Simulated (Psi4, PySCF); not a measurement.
Internal rotation in SMILES CC(C)(C)C[SiH2]S (C5H14SSi). Scanned: dihedral C2–C5–Si6–S7; all other coordinates were relaxed at GFN2-xTB. Points at φ and −φ are mirror images. Heavy atoms are numbered in the order of the SMILES CC(C)(C)C[SiH2]S, hydrogens after them in the order of the atoms that carry them; the mirror image has the same energies with the sign of each dihedral reversed.

Computed with: RKS-B3LYP/6-31G* = restricted B3LYP/6-31G*, spherical d, density fitting // GFN2-xTB in PySCF; PBE/def2-SVP // GFN2-xTB (Psi4); PBE-D3(BJ)/def2-SVP // GFN2-xTB (Psi4).

Energies relative to the lowest point of each profile, in eV:

| φ / ° | RKS-B3LYP/6-31G* | PBE/def2-SVP |
|---|---|---|
| -160 | 0.001 | 0.002 |
| -120 | 0.029 | 0.033 |
| -100 | 0.025 | 0.015 |
| -80 | 0.027 | 0.005 |
| -60 | 0.034 | 0.001 |
| -40 | 0.067 | 0.020 |
| -20 | 0.116 | 0.072 |
| 20 | 0.116 | 0.072 |
| 40 | 0.067 | 0.020 |
| 60 | 0.034 | 0.001 |
| 100 | 0.025 | 0.015 |
| 180 | 0.000 | 0.000 |

Task: Estimate the PBE-D3(BJ)/def2-SVP values at these points.

Result: -160: 0.021; -120: 0.048; -100: 0.022; -80: 0.007; -60: 0.000; -40: 0.015; -20: 0.067; 20: 0.067; 40: 0.015; 60: 0.000; 100: 0.022; 180: 0.020 (eV).
